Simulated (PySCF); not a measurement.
B₃H₆N₃, SMILES B1NBNBN1. Coordinates come from a B3LYP-D3(BJ)/def2-SVP optimisation.

Give the equilibrium geometry at B3LYP-D3(BJ)/def2-SVP (PySCF confirms it by a frequency run) as Cartesian coordinates in Å, and its point group. (An estimate is asked for; the answer gives what the named calculation found.)

point group D3h.
```xyz
12

B      1.4488     0.0000     0.0000
N      0.7046     1.2204     0.0000
B     -0.7244     1.2547     0.0000
N     -1.4092     0.0000     0.0000
B     -0.7244    -1.2547     0.0000
N      0.7046    -1.2204     0.0000
H      2.6559     0.0000     0.0000
H      1.2111     2.0977     0.0000
H     -1.3280     2.3001     0.0000
H     -2.4222     0.0000     0.0000
H     -1.3280    -2.3001     0.0000
H      1.2111    -2.0977     0.0000
```
Charge 0, spin multiplicity 1.
